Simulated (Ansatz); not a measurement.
A run for Ansatz (a program for electronic structure): R-CCSD(T)/cc-pVQZ on H2Se2 (SMILES [SeH][SeH]), a point of a torsion scan. The run froze 28 orbitals, filled d shells among them.

Ansatz 0.2 input:
```yaml
crystal:
  periodic: [false, false, false]
  atoms:
    - {symbol: Se, position_ang: [-1.05651527, 0.58066112, 0.44475592]}
    - {symbol: Se, position_ang: [1.05558856, 0.59549267, -0.44421629]}
    - {symbol: H, position_ang: [-1.54354332, -0.59595020, -0.26167887]}
    - {symbol: H, position_ang: [1.46718248, -0.71420792, 0.04151532]}
basis:
  gaussian:
    orbitals: cc-pVQZ
magnetization: {spin_polarized: false}
correlation: {method: ccsd_t, electrons: outside_noble_gas}
scf: {lower_state_search: off}
```

Output:

```
WARN ansatz: RAYON_NUM_THREADS=1 ignored (pool sized by the plan → 1); use --threads N
Functional definition: HF
these checks for a lower state are left out or cut short: stability, starts, cluster_reference, orbital_swaps, neighbouring_geometries, increment
integrals: 0.78 GiB planned
1214 factors; integrals over basis functions are off by at most 5.7e-4 eV
mean field: 0.72 GiB planned
mean field evaluation 1: about -130639.8145 eV, gradient 1.1e1 eV
mean field evaluation 2: about -130639.9663 eV, gradient 1.2e1 eV
mean field evaluation 4: about -130640.6125 eV, gradient 1.5e0 eV
mean field evaluation 8: about -130640.6290 eV, gradient 5.4e-5 eV
mean field -130640.62901733 eV, -4800.9545649880 hartree, gradient 4.4e-6 eV, S^2 0.000000; 0 other end points of the search recorded, 0 dependent functions left out
28 core orbitals not correlated
reference -130640.62901733 eV, -4800.9545649880 hartree; 7, 7 occupied and 161, 161 virtual orbitals, 1214 factors
second order -9.29933750 eV of doubles, -0.00000000 eV of singles
coupled cluster: 1.38 GiB planned
cycle   1  -9.84133265 eV  change   -5.4e-1 eV  update   6.7e-2
cycle   2  -10.09698543 eV  change   -2.6e-1 eV  update   2.1e-2
cycle   3  -10.12706585 eV  change   -3.0e-2 eV  update   7.9e-3
cycle   4  -10.12412156 eV  change    2.9e-3 eV  update   2.3e-3
cycle   5  -10.12366616 eV  change    4.6e-4 eV  update   8.6e-4
cycle   6  -10.12352550 eV  change    1.4e-4 eV  update   3.4e-4
cycle   7  -10.12353380 eV  change   -8.3e-6 eV  update   1.2e-4
cycle   8  -10.12357372 eV  change   -4.0e-5 eV  update   4.3e-5
cycle   9  -10.12356734 eV  change    6.4e-6 eV  update   1.7e-5
perturbative correction -0.47068458 eV, -0.0172973392 hartree
Total energy: -130651.22326925 eV, -4801.3438965650 hartree
Checks for a lower state left out: stability, starts, cluster_reference, orbital_swaps, neighbouring_geometries, increment
```

The calculation finished and met its thresholds.

Cost: very roughly 18 core-seconds.
